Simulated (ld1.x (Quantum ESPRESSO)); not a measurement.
# Mo (Z = 42): one change to a TM potential, before and after

ld1.x (Quantum ESPRESSO) 7.5 input, shortened:

```
&input
   title='Mo', zed=42., rel=1, dft='PBE', iswitch=3,
   config='[Kr] 4d4.5 5s0 5p0'
 /
 &inputp
   pseudotype=2, tm=.true., lloc=1,
   nlcc=.true., new_core_ps=.true.
 /
3
5S  1  0   0.00   0.00  2.85  2.85  0.0
4D  3  2   4.50   0.00  1.55  1.55  0.0
4P  2  1   6.00   0.00  1.55  1.55  0.0
 &test
   configts(1)='4p6 4d4.5 5s0 5p0'
 /
```

Change: all radii but the core radius scaled by about 1.21 (s 3.46, p 1.88, d 1.88 bohr).

Cutoffs: the cutoffs (Ry, on a coarse ladder) from which the occupation-weighted sum of valence levels, in a spherical-Bessel basis at the reference potential, stays within 10 and 1 mRy of its value at 400 Ry; they do not see the model core or the augmentation charge, which bear on the density cutoff. Errors are all-electron minus pseudo energies relative to the spin-unpolarised reference configuration.

Question: How do hardness, ghosts and transferability respond?

Answer: The potential gets softer (50 Ry and 90 Ry → 40 Ry and 50 Ry); both files keep a bound ghost (s); of the 7 tests that both files solve, the error grows in 1 and shrinks in 5 by more than 15 % and 0.3 meV (median size 20.4 → 6.7 meV). A larger radius leaves more room for a smooth pseudo-wave, so fewer plane waves are needed.

```csv
quantity,base,changed
"cutoff, loose",50 Ry,40 Ry
"cutoff, tight",90 Ry,50 Ry
loose cutoff by channel (10 mRy a level),"d 35 Ry, p 35 Ry","d 35 Ry, p 21 Ry"
bound ghosts,s,s
"error for 4p6 4d5 5s1 5p0, meV [ΔE -13.32 eV]",-1.2,-6.7
"error for 4p6 4d5 5s0 5p0, meV [ΔE -6.43 eV]",-0.8,0.0
"error for 4p6 4d4 5s0 5p0, meV [ΔE 9.03 eV]",-1.2,-0.1
"error for 4p6 4d4 5s2 5p0, meV [ΔE -13.12 eV]",-57,-37
"error for 4p5 4d5 5s1 5p0, meV [ΔE 30.65 eV]",-141,-133
"error for 4p6 4d3 5s0 5p0, meV [ΔE 35.78 eV]",-20,-6.4
"error for 4p6 4d2 5s0 5p0, meV [ΔE 75.28 eV]",-83,-35
```

 A true bound ghost makes a file unfit for plane-wave use even where its test errors are small: the radial tests pick states by their node count and pass the ghost by.
